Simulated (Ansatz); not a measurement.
Consider the ligand exchange at the Al–C bond: `CB[CH](F)[AlH2]` + `BBO` → `BB[O][AlH2]` + `CBCF`.

Program: Ansatz. Geometries: PBE0-D4/def2-TZVP. ΔE: electronic, gas phase. CCSD(T)/CBS adds triple-zeta CCSD(T) − MP2 to the extrapolated MP2 energy (def2 sets, frozen cores). Functionals use def2-TZVPP. B3LYP here is the variant with VWN-RPA as its local correlation; programs differ in this. Each species was taken in one conformer, which may not be the lowest.

```csv
level,ΔE (kJ/mol),difference from CCSD(T)/CBS
PBE0-D4,-116.0,16.2
ωB97X-V,-137.6,-5.4
ωB97M-V,-128.2,4.0
B2PLYP,-146.8,-14.6
r2SCAN,-124.2,8.0
B3LYP,-150.8,-18.6
HF/def2-TZVPP,-201.7,-69.5
MP2/def2-TZVPP,-133.2,-1.0
SCS-MP2/def2-TZVPP,-145.5,-13.3
CCSD(T)/def2-TZVPP,-132.5,-0.3
CCSD(T)/CBS,-132.2,0
```

Largest T1 diagnostic among the species: 0.014.

From PBE to PBE0 (25 % exact exchange), in def2-TZVPP and without D4, ΔE moves by −12.0 kJ/mol. The D4 term adds +7.7 kJ/mol with B3LYP and +3.9 kJ/mol with PBE0; it sums over pairs of atoms, weighted by their polarisabilities, and B3LYP, whose exchange is more repulsive, gets the larger term. In def2-TZVPP, CCSD(T) changes the Hartree–Fock value by +69.2 kJ/mol (the triples alone add +11.8 kJ/mol) and MP2 by +68.5 kJ/mol.
